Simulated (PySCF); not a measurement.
ReOBr3, SMILES [O]=[Re]([Br])([Br])[Br] (connectivity only; charge and spin as stated), neutral, multiplicity 3.

Geometry: PBE0-D3(BJ)/def2-SVP. The spin state was assumed, not searched. The def2 effective core potentials stand for the cores of Re; spin–orbit coupling is left out.

Two levels are set side by side: PBE/def2-TZVP (PySCF) and M06-2X/def2-TZVP (PySCF). Same geometry, gas phase. Differences are taken from unrounded values.

```tsv
quantity	M06-2X
α-spin orbital gap (eV)	6.27
β-spin orbital gap (eV)	6.83
dipole moment (D)	0.39
mean polarisability (bohr³)	103.4
```

### Question
What does PBE give, and how far is it from M06-2X? (Estimate from the structure and the level; the computed values follow.)

### Answer

```
quantity                       PBE  PBE minus M06-2X
---------------------------  -----  ----------------
α-spin orbital gap (eV)       1.93             -4.35
β-spin orbital gap (eV)       2.90             -3.94
dipole moment (D)             0.40              0.02
mean polarisability (bohr³)  108.3               4.9
```

PBE's more diffuse valence density responds more strongly to a field. Differences between two approximate levels are no errors against the true value.

Rough cost on one machine, each run with all the roots and properties that it gave: M06-2X against PBE within a factor of 2.
